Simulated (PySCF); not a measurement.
Compound: C₆H₈NOP.
Numbering: `[CH3:1][O:2][c:3]1[p:4][cH:5][n:6][cH:7][c:8]1[CH3:9]`

Cartesian coordinates in Å at the GFN2-xTB level; atoms count from 1:
```
atom  x, y, z in Å
C1    -2.2761   -1.3550    0.5669
O2    -1.5318   -0.2009    0.2733
C3    -0.1996   -0.3541    0.0849
P4     0.5560   -1.9362    0.2037
C5     2.1952   -1.4462   -0.1313
N6     2.6634   -0.2544   -0.3870
C7     1.8722    0.8045   -0.4211
C8     0.5035    0.8228   -0.2048
C9    -0.2631    2.1068   -0.2766
H10   -2.2047   -2.0879   -0.2444
H11   -3.3087   -1.0306    0.6815
H12   -1.9285   -1.8238    1.4942
H13    2.9370   -2.2398   -0.1291
H14    2.3797    1.7357   -0.6440
H15   -0.7645    2.2949    0.6716
H16    0.3973    2.9389   -0.5056
H17   -1.0343    2.0374   -1.0422
```

Definitions: NICS(0) = −σiso at the ring centroid; NICS(1) = −σiso and NICS(1)zz = −σzz at ±1 Å along the ring normal z. Level: GIAO PBE0/pcSseg-1 (PySCF, non-relativistic, gas phase) on the GFN2-xTB geometry, one conformer.

Ring bond lengths (Å), with Mayer bond orders in brackets: C3–P4 1.757 (1.25), P4–C5 1.743 (1.30), C5–N6 1.306 (1.50), N6–C7 1.322 (1.47), C7–C8 1.386 (1.42), C8–C3 1.401 (1.32).

Problem. What do the NICS probes read (ppm)?

Solution. 
| ring | type | NICS(0) | NICS(1), two faces | NICS(1)zz, two faces | rms pucker (Å) | centre to ring atoms, mean (Å) |
| --- | --- | --- | --- | --- | --- | --- |
| C3–P4–C5–N6–C7–C8 | 6-membered ring with N and P; formal bonds all aromatic | -7.8 | -10.7 / -10.7 | -25.2 / -25.2 | 0.00 | 1.48 |

Problem. What can be read from them?

Solution. 
- C3–P4–C5–N6–C7–C8: mean NICS(1)zz -25.2 ppm, shielded.

Problem. And the bond-length index? Use HOMA with the parameters of Krygowski (1993).

Solution. 
- C3–P4–C5–N6–C7–C8: HOMA 0.87; the largest term is that of C3–P4, α(R − Ropt)² = 0.42.

Problem. Give the inner angles of the rings and the Hirshfeld charges of the ring atoms.

Solution. 
- C3–P4–C5–N6–C7–C8: C3 123.7° (+0.029 e), P4 97.9° (+0.043 e), C5 129.1° (-0.043 e), N6 121.4° (-0.165 e), C7 126.7° (+0.014 e), C8 121.1° (-0.011 e); sum 720.0° against 720° for a flat convex ring.
